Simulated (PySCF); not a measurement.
Bonds (- single, = double, # triple, : aromatic): N1#C2, C2-C3, C3-C4, C4=C5, C5-Si6, C4-C7, C7-Si8. C3 carries H9, H10; C5 carries H11; Si6 carries H12, H13, H14; C7 carries H15, H16; Si8 carries H17, H18, H19. Stereochemistry as in N#CC/C(=C/[SiH3])C[SiH3].

[PySCF 2.14: shielding tensors at PBE0/pcSseg-1 (GIAO); geometry from GFN2-xTB; non-relativistic Hamiltonian; one conformer; no solvent model; rapidly exchanging positions averaged]

Task: Predict the 2D correlation tables (HSQC, COSY, HMBC).

Result: 

HSQC (one-bond C–H):
```
            δH          δC
    5.69 (H11)  122.0 (C5)
 3.09 (H9/H10)   30.3 (C3)
2.20 (H15/H16)   20.4 (C7)
```

COSY cross peaks (H two or three bonds apart, from the bond graph; peaks can be absent where the dihedral angle is near 90°):
```
                δH                  δH
        5.69 (H11)  4.17 (H12/H13/H14)
3.95 (H17/H18/H19)      2.20 (H15/H16)
```

HMBC (two and three bonds, from the bond graph):
```
                δH                                             δC
        5.69 (H11)               160.6 (C4), 30.3 (C3), 20.4 (C7)
4.17 (H12/H13/H14)                         160.6 (C4), 122.0 (C5)
3.95 (H17/H18/H19)                          160.6 (C4), 20.4 (C7)
     3.09 (H9/H10)  160.6 (C4), 122.0 (C5), 121.9 (C2), 20.4 (C7)
    2.20 (H15/H16)              160.6 (C4), 122.0 (C5), 30.3 (C3)
```

Chemical shifts δ = σref − σ; 1H (σref 31.72), 13C (σref 186.93) against TMS, all at this level.

Short H···H contacts in this conformer between protons four or more bonds apart (candidates for NOE cross peaks, intensity ∝ r⁻⁶): H10···H11 2.30 Å, H9···H18 2.53 Å, H14···H16 2.64 Å.

Shifts are as computed. Against solution values, carbons near 30 ppm lie about +3 ppm off and those near 130 ppm about +5 ppm. Of 1211 compounds with measured shifts, 218 miss one by over three times the rms of a fit or turn the order of signals round; such compounds aren't used in these exercises.
